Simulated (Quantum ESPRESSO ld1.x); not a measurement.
Species: Ne2+. Configuration: [He] 2p4 3d2 (not the ground configuration). Calculated with ld1.x of Quantum ESPRESSO 7.5: Dirac Kohn-Sham, B86b exchange with PBE correlation, spin-unpolarised, spherical densities, point nucleus; open shells are shared between the two j in proportion to 2j + 1.

Radial electron density D(r) = 4 pi r^2 rho(r):

| r (bohr) | D(r) (e/bohr) |
|---|---|
| 0.007193 | 0.3382 |
| 0.009145 | 0.5250 |
| 0.01153 | 0.7950 |
| 0.01466 | 1.205 |
| 0.01864 | 1.797 |
| 0.02369 | 2.622 |
| 0.03012 | 3.725 |
| 0.03829 | 5.113 |
| 0.04829 | 6.669 |
| 0.06139 | 8.327 |
| 0.07804 | 9.732 |
| 0.0992 | 10.49 |
| 0.1261 | 10.26 |
| 0.1603 | 9.033 |
| 0.2038 | 7.248 |
| 0.257 | 5.732 |
| 0.3267 | 4.993 |
| 0.4154 | 5.072 |
| 0.528 | 5.281 |
| 0.6713 | 4.863 |
| 0.8534 | 3.669 |
| 1.076 | 2.283 |
| 1.368 | 1.267 |
| 1.739 | 0.8679 |
| 2.211 | 0.7922 |
| 2.811 | 0.6724 |
| 3.573 | 0.4126 |
| 4.506 | 0.1687 |
| 5.728 | 0.03923 |
| 7.282 | 0.004585 |
| 9.257 | 0.0002241 |

D(r) has 2 maxima, at r = 0.107, 0.524 bohr, and minima at 0.354 bohr, inside which lie 2.41 electrons.
